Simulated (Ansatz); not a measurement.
The atomisation energy (no zero-point term) down a group: F to I

One atom is swapped for its congeners: C2F4 (tetrafluoroethylene) `FC(F)=C(F)F`; C2ClF3 (chlorotrifluoroethylene) `FC(F)=C(F)Cl`; C2F3I `FC(F)=C(F)I`. The Br member is missing. All are singlets with charge 0.

Shapes, held fixed at every level: PBE0-D4/def2-TZVP. Programs: Ansatz 0.2.0. Values in eV.

**Question.** How should the atomisation energy change along the series?

**Answer.** At CCSD(T)/def2-TZVPP the atomisation energy falls at every step, from 24.63 to 22.36 eV. Every level shows the same order. For atoms past krypton def2 sets carry core potentials with scalar relativity. Correlated rows may include outer-core shells of I, which these sets cover unevenly. Spin-orbit coupling, which grows down the group, is left out (summed over each molecule's free atoms 0.07, 0.09, 0.37 eV).

```
               level   C2F4  C2ClF3  C2F3I
       HF/def2-TZVPP  16.28   15.35  14.35
   PBE-D4/def2-TZVPP  27.44   26.09  25.03
r2SCAN-D4/def2-TZVPP  25.91   24.65  23.56
 B3LYP-D4/def2-TZVPP  25.44   24.10  23.08
 BHLYP-D4/def2-TZVPP  23.56   22.37  21.36
      MP2/def2-TZVPP  26.15   24.80  23.81
  CCSD(T)/def2-TZVPP  24.63   23.33  22.36
```
